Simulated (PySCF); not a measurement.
# Working out the ionisation energy of As

As [Ar] 3d10 4s2 4p3 (4S) → As+ [Ar] 3d10 4s2 4p2 (3P). All numbers are calculated (PySCF 2.14, no relativity, point nucleus, in def2-TZVPPD). Frozen: [Ar] 3d10. Energies in hartree (1 hartree = 27.21139 eV):

| part | As (lower) | As+ (upper) |
| --- | --- | --- |
| UHF | -2234.194503 | -2233.847346 |
| CCSD correlation | -0.085990 | -0.069919 |
| (T) | -0.002888 | -0.001703 |

Question: What does Hartree-Fock give?

Answer: (-2233.847346) − (-2234.194503) = 0.347157 hartree = 9.447 eV.

Question: What do CCSD and CCSD(T) give?

Answer: The CCSD correlation energies differ by 0.016071 hartree = 0.437 eV and the triples by 0.001185 hartree = 0.032 eV, so CCSD gives 9.884 eV and CCSD(T) 9.916 eV.

Measured between the centres of the two terms (NIST): 10.008 eV, so CCSD(T) (valence) is off by -0.092 eV.

The calculation is non-relativistic.

What remains against the reference includes basis incompleteness, the frozen core and higher excitations.
